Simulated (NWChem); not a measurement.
System: C5H3NS; SMILES C#Cc1cncs1

The following NWChem deck was run.

```
start job
memory heap 200 mb stack 900 mb global 1100 mb
geometry units angstroms noautoz
  C     -0.032415     3.087152     0.002513
  C     -0.118630     1.876286    -0.000419
  C     -0.214801     0.467148    -0.001626
  C     -1.347106    -0.324550    -0.001220
  N     -1.135889    -1.664139     0.000757
  C      0.134854    -1.932485     0.001844
  S      1.182486    -0.561744     0.000440
  H      0.037965     4.159455     0.009592
  H     -2.362039     0.075930    -0.002591
  H      0.547688    -2.944376     0.003294
end
basis spherical
  * library def2-tzvp
end
dft
  xc b3lyp
  iterations 150
  semidirect filesize 400000000
  mulliken
end
task dft energy
```

Geometry: optimised at PBE0/def2-SVP.

Q: What results follow from this input? (B3LYP/def2-TZVP.) Quantities: energy (Ha); highest occupied level (eV); orbital gap (eV); dipole (D).

A: 
```yaml
energy (Ha): -645.32
highest occupied level (eV): -6.79
orbital gap (eV): 5.03
dipole (D): 1.28
```
